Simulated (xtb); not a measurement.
C$_{7}$H$_{15}$N$_{2}$, doublet, from a rough starting geometry; GFN2-xTB (xtb).

xtb was given this input:
```
$ xtb mol.xyz --gfn 2 --uhf 1 --opt vtight --json

# file mol.xyz
24

C     -3.53246578    -1.65499401     0.17758135
C     -2.06066648    -1.19984523     0.13949442
N     -1.80108355     0.14575148     0.00915139
C     -0.48591191     0.62758186    -0.08472058
C     -0.43402905     2.12312625    -0.13648159
N      0.53080169    -0.16863296    -0.12161665
C      1.86022711     0.23018248    -0.19846854
C      2.41235934     0.32220498     1.13812719
C      2.55176739    -0.74212560    -1.09703598
H     -4.11049230    -0.90499712     0.75569618
H     -3.94321235    -1.65355931    -0.87328460
H     -3.51955994    -2.54774523     0.65981691
H     -1.28771549    -1.87285552     0.12100998
H     -2.49677586     0.76295351     0.01516327
H      0.25686141     2.47351567     0.54871466
H     -1.37740491     2.62275601     0.11364610
H     -0.18970135     2.50199094    -1.07237990
H      1.92333332     1.24535404    -0.69021725
H      2.34360964    -0.68125429     1.63142959
H      3.48497775     0.55414861     1.13704546
H      1.89871278     0.98231365     1.76799353
H      3.64966097    -0.50719709    -1.17019967
H      2.37823093    -1.77146315    -0.63433377
H      2.11166049    -0.84580345    -2.10216196
```

Question: What does xtb print? Leave out banner, timings and long lists.

Answer: 
```
   ID    Z sym.   atoms
    1    6 C      1, 2, 4, 5, 7-9
    2    7 N      3, 6
    3    1 H      10-24

           -------------------------------------------------
          |                Calculation Setup                |
           -------------------------------------------------

           -------------------------------------------------
          |                 G F N 2 - x T B                 |
           -------------------------------------------------

          ...................................................
          :                      SETUP                      :
          :.................................................:
          :  # basis functions                  51          :
          :  # atomic orbitals                  51          :
          :  # shells                           33          :
          :  # electrons                        53          :
          :  max. iterations                   250          :
          :  Hamiltonian                  GFN2-xTB          :
          :  restarted?                      false          :
          :  GBSA solvation                  false          :
          :  PC potential                    false          :
          :  electronic temp.          300.0000000     K    :
          :  accuracy                    1.0000000          :
          :  -> integral cutoff          0.2500000E+02      :
          :  -> integral neglect         0.1000000E-07      :
          :  -> SCF convergence          0.1000000E-05 Eh   :
          :  -> wf. convergence          0.1000000E-03 e    :
          :  Broyden damping             0.4000000          :
          :  net charge                          0          :
          :  unpaired electrons                  1          :
          ...................................................

 iter      E             dE          RMSdq      gap      omega  full diag
   1    -28.7700553 -0.287701E+02  0.298E+00    2.64       0.0  T
   2    -28.8329505 -0.628952E-01  0.178E+00    2.41       1.0  T
   3    -28.8379946 -0.504410E-02  0.993E-01    2.47       1.0  T
   4    -28.8382076 -0.213017E-03  0.206E-01    2.36       1.0  T
   5    -28.8384101 -0.202509E-03  0.114E-01    2.47       1.0  T
   6    -28.8386050 -0.194913E-03  0.371E-02    2.42       1.0  T
   7    -28.8386060 -0.100396E-05  0.122E-02    2.43       1.7  T
   8    -28.8386064 -0.361782E-06  0.435E-03    2.42       4.7  T
[...]
 * total energy  :   -28.4234276 Eh     change       -0.6613709E-06 Eh
 * total energy  :   -28.4234280 Eh     change       -0.4499591E-06 Eh
 * total energy  :   -28.4234287 Eh     change       -0.7087576E-06 Eh
 * total energy  :   -28.4234292 Eh     change       -0.4508303E-06 Eh
 * total energy  :   -28.4234298 Eh     change       -0.6277546E-06 Eh
 * total energy  :   -28.4234305 Eh     change       -0.6856917E-06 Eh
 * total energy  :   -28.4234311 Eh     change       -0.6452786E-06 Eh
 * total energy  :   -28.4234318 Eh     change       -0.7107559E-06 Eh
 * total energy  :   -28.4234324 Eh     change       -0.5913639E-06 Eh
 * total energy  :   -28.4234327 Eh     change       -0.2695200E-06 Eh
 * total energy  :   -28.4234328 Eh     change       -0.1240867E-06 Eh
 * total energy  :   -28.4234328 Eh     change       -0.1724599E-07 Eh
   *** GEOMETRY OPTIMIZATION CONVERGED AFTER 33 ITERATIONS ***
         :: total energy             -28.423432842635 Eh    ::
[...]
                             6 N    0.101
     3   7 N    3.567 --     2 C    1.287     4 C    1.166    14 H    0.934
     4   6 C    3.956 --     6 N    1.644     3 N    1.166     5 C    0.987
     5   6 C    3.996 --     4 C    0.987    16 H    0.983    15 H    0.975
                            17 H    0.971
     6   7 N    3.009 --     4 C    1.644     7 C    1.020     2 C    0.101
     7   6 C    3.989 --     6 N    1.020     9 C    0.998     8 C    0.986
                            18 H    0.956
     8   6 C    3.996 --    21 H    0.987    19 H    0.987    20 H    0.986
                             7 C    0.986
     9   6 C    3.996 --     7 C    0.998    24 H    0.988    22 H    0.987
                            23 H    0.986
    10   1 H    0.999 --     1 C    0.980
    11   1 H    0.996 --     1 C    0.956
    12   1 H    0.997 --     1 C    0.972
    13   1 H    0.996 --     2 C    0.964
    14   1 H    0.972 --     3 N    0.934
    15   1 H    0.998 --     5 C    0.975
    16   1 H    0.999 --     5 C    0.983
    17   1 H    0.998 --     5 C    0.971
    18   1 H    1.000 --     7 C    0.956
    19   1 H    0.998 --     8 C    0.987
    20   1 H    0.998 --     8 C    0.986
    21   1 H    0.999 --     8 C    0.987
    22   1 H    0.998 --     9 C    0.987
    23   1 H    0.998 --     9 C    0.986
    24   1 H    0.999 --     9 C    0.988
 ---------------------------------------------------------------------------

Topologies differ in total number of bonds
Writing topology from bond orders to xtbtopo.mol

molecular dipole:
                 x           y           z       tot (Debye)
 q only:       -0.794       0.234       0.067
   full:       -0.881       0.767       0.034       2.970
molecular quadrupole (traceless):
                xx          xy          yy          xz          yz          zz
 q only:        4.231      -0.407      -0.625      -0.073      -0.047      -3.605
  q+dip:        5.511      -1.247      -0.332      -0.020      -0.452      -5.179
   full:        5.348      -0.961      -0.953       0.048      -0.237      -4.396

optimized geometry written to: xtbopt.xyz

           -------------------------------------------------
          | TOTAL ENERGY              -28.423432842635 Eh   |
          | GRADIENT NORM               0.000086882408 Eh/α |
          | HOMO-LUMO GAP               2.633768266693 eV   |
           -------------------------------------------------
```
